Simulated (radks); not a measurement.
Values are calculated unless marked as measured or tabulated.
Ho, configuration [Xe] 4f11 6s2. Level of theory: scalar-relativistic Kohn-Sham, LDA (Slater exchange, Perdew-Wang correlation), spin-polarised, spherical densities, finite nucleus; open shells are filled with parallel spins first (spin-orbit coupling, left out, can overturn this in heavy ions); Fermi nuclear charge, rms radius 5.2022 fm; hard spherical wall at 20 bohr (a radial shooting solver on a logarithmic mesh with Libxc functionals).

Unscreened Slater integrals over Kohn-Sham orbitals (eV). They are taken over the spin-up orbitals. Empty in this configuration: 5d.

integral     value
F0(6s,6s)   6.1611
F0(6s,4f)   8.0842
G3(6s,4f)  0.26694
F0(6s,5p)   7.7793
G1(6s,5p)  0.54424
F0(6s,5d)   6.5991
G2(6s,5d)   2.5539
F0(4f,4f)   30.767
F2(4f,4f)   14.189
F4(4f,4f)   8.8242
F6(4f,4f)   6.3271
F0(4f,5p)   19.384
F2(4f,5p)   6.6004
G2(4f,5p)   3.6065
G4(4f,5p)   2.7239
F0(4f,5d)   10.440
F2(4f,5d)   2.0067
F4(4f,5d)  0.92577
G1(4f,5d)   1.0573
G3(4f,5d)  0.76339
G5(4f,5d)  0.55976
F0(5p,5p)   16.190
F2(5p,5p)   8.6474
F0(5p,5d)   9.8392
F2(5p,5d)   3.8204
G1(5p,5d)   4.0604
G3(5p,5d)   2.4418
F0(5d,5d)   7.4864
F2(5d,5d)   3.4669
F4(5d,5d)   2.1685

Derived for the open shells (J is the average intra-shell exchange parameter used in DFT+U). 4f: F4/F2 = 0.622, F6/F2 = 0.446, J = (286 F2 + 195 F4 + 250 F6)/6435 = 1.144 eV.
